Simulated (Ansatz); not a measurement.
`[F][In]([Cl])[O][SiH3]` + H₂ → `[F][InH][Cl]` + silanol at 400 K and 1 bar (hydrogenolysis of the In–O bond).

Program: Ansatz. Geometries: PBE0-D4/def2-TZVP. ΔE: electronic, gas phase. CBS: MP2 limit from def2 TZ/QZ plus the TZ coupled-cluster correction, frozen cores. This one scheme is used for every species. Elements past krypton have def2 core potentials. For In outer-core shells are correlated without core-valence functions, which leaves a few kJ/mol of doubt a bond. Each species was taken in one conformer, which may not be the lowest.

```json
{"species": "`[F][In]([Cl])[O][SiH3]`", "CCSD(T)/CBS energy (Eh)": "-1115.57293", "H − E (kJ/mol)": "120.5", "S (J/(mol·K))": "446.1"}
{"species": "H₂", "CCSD(T)/CBS energy (Eh)": "-1.17544", "H − E (kJ/mol)": "38.0", "S (J/(mol·K))": "139.0"}
{"species": "`[F][InH][Cl]`", "CCSD(T)/CBS energy (Eh)": "-750.05448", "H − E (kJ/mol)": "44.4", "S (J/(mol·K))": "327.9"}
{"species": "`O[SiH3]`", "CCSD(T)/CBS energy (Eh)": "-366.69042", "H − E (kJ/mol)": "120.0", "S (J/(mol·K))": "276.4"}
```

H − E and S are ideal-gas, rigid-rotor, harmonic terms from PBE0-D4/def2-TZVP, for one conformer and one mirror image of each species. The MP2-based limit puts H₂ 0.8 mEh under its directly extrapolated value; such offsets cancel only in part. 1 Eh = 2625.50 kJ/mol, R = 8.31446 J/(mol·K).

Problem. By hand: ΔE, ΔH, ΔS and ΔG.

Solution. ΔE = (-750.05448) + (-366.69042) − (-1115.57293) − (-1.17544) = 0.00347 Eh = 9.1 kJ/mol. Δ(H − E) = 44.4 + 120.0 − 120.5 − 38.0 = 5.9, so ΔH = 15.0 kJ/mol. ΔS = 327.9 + 276.4 − 446.1 − 139.0 = 19.2 J/(mol·K). ΔG = 15.0 − 400 × (19.2)/1000 = 7.3 kJ/mol.

Problem. By hand: the equilibrium constant, and the temperature at which ΔG would vanish if ΔH and ΔS stayed fixed.

Solution. log₁₀ K = −ΔG/(RT ln 10) = -1.0. ΔG = 0 at ΔH/ΔS = 781 K, though so small a ΔS makes that figure unsure.

TΔS isn't small against ΔH here. A doubt of 5 kJ/mol in ΔE shifts log₁₀ K by 0.7 here. Other conformers and mirror images would add mixing entropy, several J/(mol·K) or more a flexible species. Modes under 60 cm⁻¹, often nearly free rotors, make the harmonic entropy too high. These are equilibria of isolated gas molecules and say nothing of rates. Largest T1 diagnostic: 0.015 (customary marks: 0.02 for closed shells, 0.045 for open ones).
